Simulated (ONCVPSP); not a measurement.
**indium: ONCV pseudisation with LDA (Perdew-Wang 92), scalar-relativistic reference atom.**

* Element: In
* Generator: ONCVPSP 4.0.1
* Type: optimised norm-conserving Vanderbilt (ONCV)
* Functional: LDA (Perdew-Wang 92)
* Relativity: scalar-relativistic
* Frozen core: [Kr]
* Valence charge: 13
* Reference configuration: 4d10 5s2 5p1
* Partial waves: 5s: rc 2.15 bohr, ncon 4, nbas 7, qcut 3.1 1/bohr, 2 projectors, debl 0.7 Ha; 5p: rc 2.40 bohr, ncon 5, nbas 8, qcut 3.8 1/bohr, 1 projector; 4d: rc 1.05 bohr, ncon 4, nbas 7, qcut 9.2 1/bohr, 2 projectors, debl 3.9 Ha
* Local potential: polynomial inside 0.70 bohr (lpopt 5, dvloc0 0 Ha)
* Core correction: none

All-electron outer shells of the reference configuration (LDA (PZ), scalar-relativistic, ld1.x):

```tsv
shell	level (eV)	outermost node (bohr)	outermost maximum (bohr)
4s	-119.46	0.41	0.77
4p	-78.05	0.42	0.82
4d	-18.71	0.40	0.94
5s	-8.49	1.02	2.13
5p	-2.70	1.14	2.85
```

Results:

```json
{
 "Cutoffs needed": "42 Ha and 100 Ha (the cutoffs (Ha) at which the residual kinetic energy of the hardest occupied pseudo-wave falls to 1 and 0.1 mHa per electron)",
 "Ghost test": "ghosts flagged at negative energy: s at -561.5 eV, p at -310.5 eV; GHOST(+) flagged for s at 3.1 eV; a true bound ghost makes a file unfit for plane-wave use",
 "Configuration tests": "3 of 4 tests not solved or not reliable"
}
```

Generation and tests took about 3.6 s on one core of a shared server CPU.
